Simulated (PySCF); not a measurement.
## Nd²⁺ (neodymium, charge +2) across methods

[Xe] 4f3 6p1, one real determinant (an excited configuration). All numbers are calculated (PySCF 2.14, a scalar-relativistic core potential, in def2-TZVPP with the def2 core potential (28 electrons)).

```csv
method,E (hartree),mean ε 5p β (eV),mean ε 4f α (eV),mean ε 6p α (eV),Σ⟨r²⟩ (bohr²),⟨S²⟩
wB97X-V,-560.3222,-44.550,-30.817,-13.957,56.65,6.001
PBEsol,-559.9529,-40.104,-25.444,-12.278,55.64,6.001
CAM-B3LYP,-560.3693,-43.356,-29.824,-13.436,56.28,6.001
wB97M-V,-560.3256,-44.380,-30.701,-13.846,56.57,6.001
```

⟨L²⟩ = 36.00 against 56 for a pure K term, so this real determinant mixes terms. Energies and moments cover only the electrons outside the core potential. Spin-orbit coupling, absent here, splits the open shell strongly.
